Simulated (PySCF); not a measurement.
chloro(chlorosilyloxy)silane (Cl2H4OSi2), SMILES Cl[SiH2]O[SiH2]Cl. Atoms are numbered in the order given.

```xyz
9

Si     1.4265     0.6412     0.6697
Cl     2.0913    -0.4669    -0.9537
O      0.0000     0.0000     1.2128
Si    -1.4265    -0.6412     0.6697
Cl    -2.0913     0.4669    -0.9537
H      1.2286     2.0400     0.2250
H      2.4204     0.5317     1.7601
H     -2.4204    -0.5317     1.7601
H     -1.2286    -2.0400     0.2250
```

Geometry: B3LYP-D3(BJ)/def2-SVP. Other conformers were not sampled.

Level of theory: PySCF with KT2/pcSseg-1.

GIAO shieldings, no solvent; atoms listed in one row are averaged. δ = σ(ref) − σ: ²⁹Si against TMS (σ = 361.9 ppm); ³⁵Cl against HCl (σ = 945.4 ppm); ¹⁷O against H2O (σ = 330.4 ppm); ¹H against TMS (σ = 31.47 ppm), references at their B3LYP-D3(BJ)/def2-TZVP geometries, non-relativistic (without spin–orbit terms, shifts of atoms bonded to Cl or Br come out too high).

Computed chemical shifts:
```tsv
nucleus	atoms	count	δ (ppm)
²⁹Si	Si1, Si4	2	-10.5
³⁵Cl	Cl2, Cl5	2	71.4
¹⁷O	O3	1	98.1
¹H	H6, H9	2	6.06
¹H	H8, H7	2	5.87
```
